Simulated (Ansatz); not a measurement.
Two isomers of C3H8BNO: A = `C=C(N)B(C)O`, B = `COCBC=N`.

Gas-phase electronic energies from Ansatz, PBE0-D4/def2-TZVP geometries. CCSD(T)/CBS adds triple-zeta CCSD(T) − MP2 to the extrapolated MP2 energy (def2 sets, frozen cores). Functionals use def2-TZVPP. B3LYP here is the variant with VWN-RPA as its local correlation; programs differ in this. One conformer a species, not always the lowest.

Task: Which isomer does CCSD(T)/CBS put lower? Give the gap. (Best estimate.)

Result: Ansatz gave: A, by 310.7 kJ/mol.

Task: Give E(B) − E(A) in kJ/mol with B3LYP, CCSD(T)/def2-TZVPP, ωB97M-V, B3LYP-D4, B2PLYP, MP2/def2-TZVPP, HF/def2-TZVPP. (Estimate.)

Result: Computed: B3LYP 301.2, CCSD(T)/def2-TZVPP 304.1, ωB97M-V 310.4, B3LYP-D4 307.0, B2PLYP 306.9, MP2/def2-TZVPP 321.4, HF/def2-TZVPP 282.1. None reverses the order clearly.

Largest T1 diagnostic: 0.013.

The D4 term adds +5.8 kJ/mol with B3LYP and +3.0 kJ/mol with PBE0; it sums over pairs of atoms, weighted by their polarisabilities, and B3LYP, whose exchange is more repulsive, gets the larger term. In def2-TZVPP, CCSD(T) changes the Hartree–Fock value by +22.1 kJ/mol (the triples alone add +3.0 kJ/mol) and MP2 by +39.4 kJ/mol.
